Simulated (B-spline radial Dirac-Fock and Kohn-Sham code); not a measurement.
Run log: Se⁷⁺

ΔSCF core binding energies without Breit or QED terms, calculated with a radial finite-basis atomic code. Keys: rel is the Hamiltonian (dirac, or spin-free x2c and nr, where L3 and M5 stand for the whole 2p and 3d shells), method is hf or an exchange,correlation pair (spin-unpolarised, also for the hole states), nuc the nuclear model, radius_factor scales its radius, rmax is the box in bohr, h the logarithmic mesh step, order the B-spline order, points the quadrature points per cell, c_factor scales the speed of light, and damp, ndamp, maxit and tol steer the iteration. The run stops when the commutator error falls below 10·tol·max(1, Z/10), or the numerical noise floor, and the energy has settled to about 1e-8 Ha; the virial ratio is −V/T.

Input (task.json):

```json
{"items": [{"Z": 34, "q": 7, "cfg": [[1, 0, 2], [2, 0, 2], [2, 1, 6], [3, 0, 2], [3, 1, 6], [3, 2, 9]], "A": 80, "rrms": 4.14, "do": "settings", "holes": ["K", "L3", "M5"],
  "settings": [{"rel": "dirac", "method": "hf", "nuc": "fermi", "radius_factor": 1.0, "rmax": 45.0, "h": 0.3, "order": 3, "points": 10, "c_factor": 1.0, "maxit": 60, "damp": 0.5, "ndamp": 3, "tol": 1e-08}]}]}
```

Command: `python xray2_run.py task.json out`

Ground-state iterations:

```
iter   energy (Ha)        error
   1    -2387.32781431  1.51e+00
   2    -2406.94853591  1.00e+00
   3    -2413.04760407  3.02e-01
   4    -2413.59195501  8.13e-02
   5    -2413.62203412  3.77e-02
   6    -2413.63234524  1.59e-03
   7    -2413.63235695  2.32e-05
   8    -2413.63235695  1.83e-06
   9    -2413.63235695  1.54e-07
```

The ground state converged in 9 iterations, with total energy -2413.63236 Ha, virial ratio 1.97608 and highest orbital energy -189.99 eV. ΔSCF binding energies: K (1s) 12826.0 eV, L3 (2p3/2) 1577.9 eV. Holes are computed only in closed shells, and unreliable hole states are left out.

Task: One setting is unsound. Which, and why?

Result: order is too low for an accurate radial basis. With the default settings (Dirac Hartree-Fock): The ground state converged in 9 iterations, with total energy -2413.83790 Ha, virial ratio 1.97608 and highest orbital energy -189.91 eV. ΔSCF binding energies: K (1s) 12826.4 eV, L3 (2p3/2) 1577.8 eV. Holes are computed only in closed shells, and unreliable hole states are left out.
